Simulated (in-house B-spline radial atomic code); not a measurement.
# B97-1 excitations of P3+

Method: B97-1. Computed with a B-spline radial code for spherical atoms: linear response of the closed shell [Ne] 3s2 with the functional's adiabatic kernel; non-relativistic, point nucleus, no spin-orbit coupling, no double excitations, S, P, D and F terms only.

Command:
```bash
python run_td.py task.json out
```
Settings (radii: box in bohr, nucleus in fm):
```
Z                        15
electrons                12
configuration            [Ne] 3s2
hamiltonian              nr
method                   b97_1
box_radius               23.08
intervals                52
```

Time taken, with all properties: 0.2 s on 1 thread of Intel(R) Xeon(R) 6975P-C (Granite Rapids), on a shared host.

The lowest states, in the order of their Tamm-Dancoff energies; the method's threshold (minus the highest occupied level) is 46.56 eV. Labels give the largest channel, * marks a mixed state, and oscillator strengths are full-response dipole values. Semilocal kernels can invert the small singlet-triplet splittings of Rydberg terms. Energies in eV:

| state | full response | Tamm-Dancoff | oscillator strength |
| --- | --- | --- | --- |
| 3s → 3p 3P | 7.881 | 8.180 | - |
| 3s → 3p 1P | 12.839 | 13.327 | 1.47 |
| 3s → 3d 3D | 22.212 | 22.292 | - |
| 3s → 3d 1D | 23.704 | 23.712 | - |
| 3s → 4s 3S | 27.570 | 27.587 | - |
| 3s → 4s 1S | 28.458 | 28.480 | - |
| 3s → 4p 3P | 30.63 | 30.65 | - |
| 3s → 4p 1P | 31.18 | 31.21 | 0.0596 |
| 3s → 4d 3D | ? | ? | - |
| 3s → 4d 1D | ? | ? | - |

Q: Where does 3s → 4d 1D lie?

A: At 35.36 eV in full response, 35.36 eV in Tamm-Dancoff.

Q: Where does 3s → 4d 3D lie?

A: At 34.81 eV in full response, 34.82 eV in Tamm-Dancoff.

Q: How large is the singlet-triplet splitting of 3s → 3p (P terms) in Tamm-Dancoff?

A: 5.15 eV, from the unrounded values.

Q: What polarisabilities and dispersion coefficient does the method give?

A: Dipole 6.836 bohr³, quadrupole 13.92 bohr⁵, C6 17.4 hartree·bohr⁶ for two such species.
